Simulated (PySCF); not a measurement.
PBE on Pt⁻ (platinum, charge -1), [Xe] 4f14 5d9 6s2, 2D determinant. All numbers are calculated (PySCF 2.14, the spin-free X2C one-electron Hamiltonian (Gaussian nucleus), in x2c-TZVPPall with one added diffuse shell each of s, p, d, f type (12s8p8d4f1g, 113 functions)).

```
cycle= 1 E= -18415.8713693203  delta_E= -0.0354  |g|= 0.349  |ddm|= 0.685
cycle= 2 E= -18415.8191494573  delta_E= 0.0522  |g|= 0.598  |ddm|= 0.55
cycle= 3 E= -18415.883053617  delta_E= -0.0639  |g|= 0.0887  |ddm|= 0.507
cycle= 4 E= -18415.8860675515  delta_E= -0.00301  |g|= 0.0107  |ddm|= 0.115
cycle= 5 E= -18415.8861305963  delta_E= -6.3e-05  |g|= 0.00195  |ddm|= 0.0221
cycle= 6 E= -18415.8861325906  delta_E= -1.99e-06  |g|= 9.48e-05  |ddm|= 0.00302
cycle= 7 E= -18415.886132596  delta_E= -5.4e-09  |g|= 2.01e-05  |ddm|= 0.000221
cycle= 8 E= -18415.8861325962  delta_E= -2.36e-10  |g|= 1.13e-06  |ddm|= 4.33e-05
converged SCF energy = -18415.8861325962  <S^2> = 0.75411561  2S+1 = 2.0041114
```

Highest occupied orbital energy: 1.078 eV; ⟨L²⟩ = 6.03; populations by l: s 12.00, p 24.00, d 29.00, f 14.00.

**Question.** Can this result be used?

**Answer.** With care. The run converged. Spin-orbit coupling, absent here, splits the open shell strongly. At PBE the highest occupied level has a positive energy, so only the finite basis holds that electron; in a semilocal or global hybrid functional this comes from self-interaction and does not mean that the real anion is unbound.
